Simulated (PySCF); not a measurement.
Excitations are Tamm–Dancoff values on a coarser integration grid. The basis has no diffuse functions, so Rydberg states are missing or too high.

Cartesian coordinates (Å):
SMILES: C=CC=S
```xyz
8

C     -1.2640    -0.0094    -0.0573
C      0.0053    -0.4080    -0.1995
C      1.1071     0.3050     0.4033
S      2.6739    -0.1081     0.2818
H     -2.0842    -0.5488    -0.5120
H     -1.5146     0.8723     0.5208
H      0.2532    -1.2900    -0.7789
H      0.8233     1.1869     0.9801
```
Charge 0, multiplicity 1.

Q: What HOMO–LUMO gap, T1 excitation (TDA) and dipole moment does PySCF 2.14.0 with TPSSh-D3(BJ)/def2-TZVP // B3LYP-D3(BJ)/def2-TZVP give?

A: 
| Quantity | Result |
|---|---|
| HOMO–LUMO gap | 2.70 eV |
| T1 excitation (TDA) | 1.62 eV |
| dipole moment | 3.01 D |
